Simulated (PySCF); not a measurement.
Computed shifts of a molecule C3H5ClOSi, PBE/pcSseg-1 (PySCF), GIAO, gas phase, atoms alike by connectivity averaged where their shifts nearly agree, in ppm (number of nuclei): ¹³C: 78.5 (1), 74.6 (1), 17.3 (1). ²⁹Si: 5.7 (1). ¹H: 5.61 (1), 2.26 (1), 2.08 (1), 1.99 (1), 1.90 (1). References: ¹³C against TMS (σ = 182.0 ppm); ²⁹Si against TMS (σ = 335.4 ppm); ¹⁷O against H2O (σ = 334.3 ppm); ³⁵Cl against HCl (σ = 936.5 ppm); ¹H against TMS (σ = 31.49 ppm), references at their B3LYP-D3(BJ)/def2-TZVP geometries, non-relativistic (without spin–orbit terms, shifts of atoms bonded to Cl or Br come out too high). The structure is a stationary point at B3LYP-D3(BJ)/def2-SVP. One conformer was computed; it need not be the lowest.

**Question.** Which molecule gave these data?
A) C=CC(=O)[SiH2]Cl
B) C#CC[Si@@H](O)Cl
C) Cl[SiH2][C@@H]1C=CO1
D) ClC1=C[SiH2]OC1

**Answer.** B, C#CC[Si@@H](O)Cl
